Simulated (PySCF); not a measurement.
Atoms are numbered as in `[CH2:1]=[C:2]=[CH:3][CH2:4][c:5]1[cH:6][cH:7][n:8][cH:9][cH:10]1`; H(Xn) means a hydrogen on atom n.

GIAO PBE0/pcSseg-1 shifts (PySCF 2.14.0 with density-fitted response routines, gas phase, non-relativistic, equivalent atoms averaged), each against references optimised in the same way as the molecule (TMS, NH3).

On the GFN2-xTB geometry: C2 220.1, C7/C9 156.3, C5 156.0, C6/C10 128.3, C3 97.7, C1 79.0, C4 42.3, N8 354.7, H(C7)/H(C9) 8.92, H(C6)/H(C10) 7.25, H(C3) 5.31, H(C1) 5.02, H(C4) 3.33 ppm.

What changes on the PBE0-D3(BJ)/def2-SVP geometry?

## Answers


| atoms | δ (ppm) | change |
| --- | --- | --- |
| C2 | 225.3 | +5.2 |
| C7/C9 | 155.8 | -0.5 |
| C5 | 153.8 | -2.2 |
| C6/C10 | 128.5 | +0.2 |
| C3 | 94.4 | -3.3 |
| C1 | 79.7 | +0.7 |
| C4 | 38.8 | -3.5 |
| N8 | 358.0 | +3.3 |
| H(C7)/H(C9) | 8.71 | -0.21 |
| H(C6)/H(C10) | 7.16 | -0.09 |
| H(C3) | 5.32 | +0.01 |
| H(C1) | 5.13 | +0.11 |
| H(C4) | 3.30 | -0.03 |

Bonds between heavy atoms that differ most (equivalent bonds averaged): C2–C3 1.296 → 1.310 Å, C1–C2 1.294 → 1.308 Å, C6–C7 1.385 → 1.394 Å, C7–N8 1.322 → 1.330 Å, C4–C5 1.502 → 1.509 Å. Mean change of bonds to hydrogen: C–H +0.014 Å. The two structures also differ in conformation, which adds to the changes.
